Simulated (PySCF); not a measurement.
C2H7IOSi, SMILES O[Si](C)(C)I.

Coordinates come from a PBE0-D3(BJ)/def2-SVP optimisation. The geometry has at least one imaginary mode, so it is a saddle point at that level. The def2 effective core potentials stand for the cores of I; spin–orbit coupling is left out. The values are those of a single conformer.

Computed with PBE/def2-TZVP run with PySCF.

Symmetry labels are those of the subgroup Cs that the program uses (full group Cs).

Computed valence orbital energies around the gap with their symmetry:
| orbital | symmetry | energy (eV) |
|---|---|---|
| HOMO−7 | A" | -10.00 |
| HOMO−6 | A" | -9.93 |
| HOMO−5 | A' | -8.66 |
| HOMO−4 | A" | -8.58 |
| HOMO−3 | A' | -7.55 |
| HOMO−2 | A" | -7.17 |
| HOMO−1 | A' | -6.29 |
| HOMO | A" | -6.20 |
| LUMO | A' | -0.67 |
| LUMO+1 | A' | -0.39 |
| LUMO+2 | A' | 0.42 |
| LUMO+3 | A" | 0.96 |
